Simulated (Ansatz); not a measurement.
Cartesian coordinates in Å:
```
Cl -2.3676 -0.8837 0.7275
Ga -0.5028 -0.2439 -0.0653
Cl -0.1268 -0.5996 -2.1286
Se 1.0310 0.7944 1.2958
H 1.9663 0.9328 0.1705
```

The species carries charge 0 and has multiplicity 1.

Task: List the PBE/def2-TZVPP orbital energies in eV (the Gaussian-basis code of Ansatz). (Estimate.)

Result: The calculation gave: Occupied: -12303.05, -10095.24, -2739.17, -2739.15, -1563.04, -1403.81, -1403.79, -1403.74, -1235.08, -1094.79, -1094.70, -1094.70, -249.72, -249.71, -206.02, -190.42, -190.40, -190.27, -190.25, -190.24, -190.22, -151.34, -151.27, -151.10, -144.93, -99.50, -99.30, -99.29, -54.46, -54.44, -54.30, -54.25, -54.22, -21.84, -21.80, -21.48, -21.43, -21.41, -20.20, -19.80, -18.01, -11.76, -10.30, -9.38, -8.86, -8.54, -8.04, -7.84, -7.77, -6.78. Lowest empty: -2.57, -2.07, -1.17, 0.49, 0.98, 2.36, 2.97, 3.00.
